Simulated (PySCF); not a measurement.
# Relaxation of singlet PI₃

Computed with PBE0 in PySCF with P def2-TZVP, I def2-TZVP with ECP28; scalar-relativistic core potentials, no spin–orbit coupling; density-fitted integrals. A (50,194) grid was used.

A hand-made T-shaped start, of C2v symmetry, held to at least that symmetry:

Coordinates in bohr (charge 0 multiplicity 1):
```
P     0.0000    0.0000   -1.5206
I     0.0000    0.0000    3.0903
I     4.6081    0.0000   -1.3596
I    -4.6081    0.0000   -1.3596
```

What forces act on the atoms at the start (eV/Å)?


```tsv
atom	Fx	Fy	Fz
P1	0.00	0.00	0.90
I2	0.00	0.00	0.36
I3	2.10	0.00	-0.63
I4	-2.10	0.00	-0.63
```

What does it relax to?

It ends at C2v with P–I 2.395 Å, P–I 2.614 Å (×2); I–P–I 98.6° (×2), I–P–I 162.9°. A frequency run shows 1 imaginary mode, down to 264i cm⁻¹, so it is a saddle point. Other isomers or separated fragments may lie lower.

How much energy is released, and in how many steps?

54.7 kJ/mol in 8 steps.
